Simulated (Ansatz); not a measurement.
Cost and result up the ladder for the cluster B₃P₂ (5 atoms). Charge 0, multiplicity 2. Geometry: PBE-D4/def2-SVP.

```xyz
5

B    -0.181   -1.332   -0.082
B    -0.152   -0.111   -1.133
B     0.098   -0.284    1.108
P    -1.027    1.010    0.193
P     1.262    0.716   -0.086
```

Ansatz on 4 threads of Arm Neoverse V1 on a shared host. Times are rough, and most runs start from the orbitals of an earlier one. PBE0-D4/def2-TZVP serves as the yardstick here, not as an exact answer. Binding counts from free atoms at the same level (B doublet, P quartet; other spins of the atoms weren't run), without zero-point energy or a counterpoise term.

Correlated methods freeze 13 core orbitals. Another isomer (doublet) lies 2.02 eV lower at PBE0-D4/def2-TZVP; other spin states weren't run for this one.

Run but left out: PBE-QIDH/def2-TZVP (⟨S²⟩ 0.90, where a pure state has 0.75).

Correlated methods converge slowly with the basis.

```tsv
level	functions	wall time
BLYP-D4/def2-TZVP	167	2.5 s
PBE-D4/def2-TZVP (with forces)	167	2.8 s
PBE0-D4/def2-TZVP	167	4 s
r2SCAN-D4/def2-TZVP	167	6.5 s
CCSD(T)/def2-TZVPP	177	29 s
```

Estimate what each level gives for the binding energy per atom (eV).


```tsv
level	binding energy per atom (eV)	difference from PBE0-D4/def2-TZVP (eV)	remarks
BLYP-D4/def2-TZVP	3.41	-0.13	–
PBE-D4/def2-TZVP (with forces)	3.73	0.19	–
PBE0-D4/def2-TZVP	3.54	0.00	–
r2SCAN-D4/def2-TZVP	3.57	0.03	–
CCSD(T)/def2-TZVPP	3.13	-0.42	large T1 (0.052), spin-contaminated (⟨S²⟩ 1.23)
```
